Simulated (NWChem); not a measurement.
System: C₄H₆; SMILES CCC#C

Excerpt of the output:

```
             Northwest Computational Chemistry Package (NWChem) 7.3.0
             --------------------------------------------------------

 CS  symmetry detected

                             Geometry "geometry" -> ""
                             -------------------------

 Output coordinates in angstroms (scale by  1.889725989 to convert to a.u.)

  No.       Tag          Charge          X              Y              Z
 ---- ---------------- ---------- -------------- -------------- --------------
    1 C                    6.0000     0.26346842    -1.96604961     0.00000000
    2 C                    6.0000    -0.15645229    -0.82981102     0.00000000
    3 C                    6.0000    -0.64068608     0.54620932     0.00000000
    4 C                    6.0000     0.47722792     1.58755672     0.00000000
    5 H                    1.0000     0.63062243    -2.97546680     0.00000000
    6 H                    1.0000    -1.29103979     0.69157838     0.87983500
    7 H                    1.0000    -1.29103979     0.69157838    -0.87983500
    8 H                    1.0000     0.05694403     2.60423363     0.00000000
    9 H                    1.0000     1.11658266     1.48032198    -0.88850600
   10 H                    1.0000     1.11658266     1.48032198     0.88850600

 Effective nuclear repulsion energy (a.u.)     102.5730582791

      Symmetry information
      --------------------

 Group name             Cs
 Group number              2
 Group order               2
 No. of unique centers     8

                                 NWChem DFT Module
                                 -----------------

 Summary of "ao basis" -> "ao basis" (spherical)
 ------------------------------------------------------------------------------
       Tag                 Description            Shells   Functions and Types
 ---------------- ------------------------------  ------  ---------------------
 C                           sto-3g                  3        5   2s1p
 H                           sto-3g                  1        1   1s

      Symmetry analysis of basis
      --------------------------

        a'         20
        a"          6

            General Information
            -------------------
          SCF calculation type: DFT
          Wavefunction type:  closed shell.
          No. of atoms     :    10
          No. of electrons :    30
           Alpha electrons :    15
            Beta electrons :    15
          Charge           :     0
          Spin multiplicity:     1
          Use of symmetry is: on ; symmetry adaption is: on
          Maximum number of iterations: 150
          AO basis - number of functions:    26
                     number of shells:    18
          Convergence on energy requested:  1.00D-06
          Convergence on density requested:  1.00D-05
          Convergence on gradient requested:  5.00D-04

              XC Information
              --------------
                         B3LYP Method XC Potential
                     Hartree-Fock (Exact) Exchange  0.200
                        Slater Exchange Functional  0.800 local
                    Becke 1988 Exchange Functional  0.720 non-local
              Lee-Yang-Parr Correlation Functional  0.810
                  VWN I RPA Correlation Functional  0.190 local

             Grid Information
             ----------------
          Grid used for XC integration:  medium
          Radial quadrature: Mura-Knowles
          Angular quadrature: Lebedev.
          Tag              B.-S. Rad. Rad. Pts. Rad. Cut. Ang. Pts.
          ---              ---------- --------- --------- ---------
          C                   0.70       49          11.0       434
          H                   0.35       45          12.0       434
          Grid pruning is: on
          Number of quadrature shells:   376
          Spatial weights used:  Erf1

      Superposition of Atomic Density Guess
      -------------------------------------

 Sum of atomic energies:        -151.51246440

      Non-variational initial energy
      ------------------------------

 Total energy =    -152.545322
 1-e energy   =    -409.641623
 2-e energy   =     154.523242
 HOMO         =      -0.143076
 LUMO         =       0.307738

      Symmetry analysis of molecular orbitals - initial
      -------------------------------------------------

  Numbering of irreducible representations:

     1 a'          2 a"

  Orbital symmetries:

     1 a'          2 a'          3 a'          4 a'          5 a'
     6 a'          7 a'          8 a'          9 a"         10 a'
    11 a'         12 a'         13 a"         14 a'         15 a"
    16 a'         17 a"         18 a'         19 a"         20 a'
    21 a'         22 a'         23 a'         24 a'         25 a"

     ---------------------------------------------
      Total Density - Mulliken Population Analysis
     ---------------------------------------------

    Atom       Charge   Shell Charges
 -----------   ------   -------------------------------------------------------
    1 C    6     6.29   2.00  1.25  3.04
    2 C    6     6.07   2.00  1.23  2.84
    3 C    6     5.93   1.99  1.25  2.68
    4 C    6     6.11   1.99  1.29  2.82
    5 H    1     0.83   0.83
    6 H    1     0.95   0.95
    7 H    1     0.95   0.95
    8 H    1     0.96   0.96
    9 H    1     0.96   0.96
   10 H    1     0.96   0.96

[...]
```

Level: B3LYP/STO-3G. All runs use the structure optimised with PBE0/def2-SVP. B3LYP is NWChem's, with the RPA form of VWN correlation.

**Question.** Write an input that gives this output.

**Answer.** This is not unique; one that fits is the input that was run:
```
start job
memory heap 200 mb stack 900 mb global 1100 mb
geometry units angstroms noautoz
  C      0.253787    -1.975001     0.000000
  C     -0.158952    -0.836134     0.000000
  C     -0.634489     0.542916     0.000000
  C      0.489977     1.577185     0.000000
  H      0.614561    -2.986716     0.000000
  H     -1.283912     0.692388     0.879835
  H     -1.283912     0.692388    -0.879835
  H      0.076120     2.596495     0.000000
  H      1.128642     1.465916    -0.888506
  H      1.128642     1.465916     0.888506
end
basis spherical
  * library sto-3g
end
dft
  xc b3lyp
  iterations 150
  mulliken
end
task dft energy
```
